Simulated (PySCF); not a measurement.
Computed shifts of a molecule C3H6Cl2Si, PBE/pcSseg-1 in PySCF, GIAO, gas phase, atoms alike by connectivity averaged where their shifts nearly agree, in ppm (number of nuclei): ¹³C: 157.9 (1), 135.8 (1), 28.6 (1). ²⁹Si: 21.9 (1). ¹H: 6.70 (1), 6.21 (1), 6.05 (1), 2.30 (3). References: ¹³C against TMS (σ = 182.0 ppm); ²⁹Si against TMS (σ = 335.4 ppm); ³⁵Cl against HCl (σ = 936.5 ppm); ¹H against TMS (σ = 31.49 ppm), references at their B3LYP-D3(BJ)/def2-TZVP geometries, non-relativistic (without spin–orbit terms, shifts of atoms bonded to Cl or Br come out too high). Geometry: B3LYP-D3(BJ)/def2-SVP. The values are those of a single conformer.

### Question
Which molecule gave these data?
A) ClC1(Cl)C[SiH2]C1
B) C/C(Cl)=C/[SiH2]Cl
C) C=C(Cl)[Si@@H](C)Cl
D) C/C=C/[SiH](Cl)Cl

### Answer
D, C/C=C/[SiH](Cl)Cl
